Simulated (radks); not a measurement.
The osmium ion Os2+, 74 electrons, occupied as [Xe] 4f14 5d6 (the NIST ground configuration).

All-electron calculation, scalar-relativistic Kohn-Sham, BLYP, spin-polarised, spherical densities, finite nucleus; open shells are filled with parallel spins first (spin-orbit coupling, left out, can overturn this in heavy ions); Fermi nuclear charge, rms radius 5.4126 fm. Program: a radial shooting solver on a logarithmic mesh with Libxc functionals.

Energy parts (eV):
| part | energy |
|---|---|
| total | -469418.65 |
| kinetic | 520089.97 |
| electron-nucleus | -1161920.46 |
| Hartree | 181629.49 |
| exchange-correlation | -9217.65 |

Orbitals (lengths in bohr, moments of r in powers of bohr; r(90%) holds 90 % of the orbital's charge):
orbital,occ.,eigenvalue (eV),r(90%),<r^2>
1s up,1,-73870.38,0.0323,0.0004335
1s down,1,-73870.39,0.0323,0.0004335
2s up,1,-12880.22,0.116,0.006643
2s down,1,-12879.99,0.116,0.006643
2p up,3,-11221.26,0.110,0.005531
2p down,3,-11221.07,0.110,0.005531
3s up,1,-3010.144,0.284,0.04300
3s down,1,-3010.067,0.284,0.04300
3p up,3,-2522.825,0.291,0.04388
3p down,3,-2522.738,0.291,0.04388
3d up,5,-1977.442,0.273,0.03637
3d down,5,-1977.284,0.273,0.03637
4s up,1,-648.3306,0.620,0.2105
4s down,1,-648.1084,0.620,0.2105
4p up,3,-488.4225,0.667,0.2400
4p down,3,-488.2151,0.667,0.2400
4d up,5,-289.6829,0.732,0.2769
4d down,5,-289.4417,0.731,0.2767
4f up,7,-68.9387,0.912,0.3847
4f down,7,-68.5298,0.906,0.3799
5s up,1,-109.1915,1.45,1.142
5s down,1,-107.4381,1.44,1.130
5p up,3,-68.7266,1.71,1.552
5p down,3,-66.5190,1.70,1.538
5d up,5,-23.7796,2.60,3.347
5d down,1,-21.3710,2.69,3.531

The highest occupied level is 5d down at -21.371 eV. The spin density at the nucleus is -18.15 e/bohr^3 (1s -0.16, 2s -1.77, 3s 0.14, 4s 1.96, 5s -18.33). The density falls to 0.001 e/bohr^3 at r = 3.66 bohr. The electron density at the nucleus is 1.79e+06 e/bohr^3 (large components only). For comparison, the ionisation energy in NIST's Atomic Spectra Database is 25 eV (theoretical). In exact Kohn-Sham theory the highest level is minus the ionisation energy, but local and semilocal functionals leave it too shallow, through self-interaction and a potential that decays too fast; potentials with the right tail come closer. Summed over all electrons, <r^2> = 42.55 bohr^2, which gives a Langevin (diamagnetic) susceptibility term of -33.7 x 10^-6 cm^3/mol.
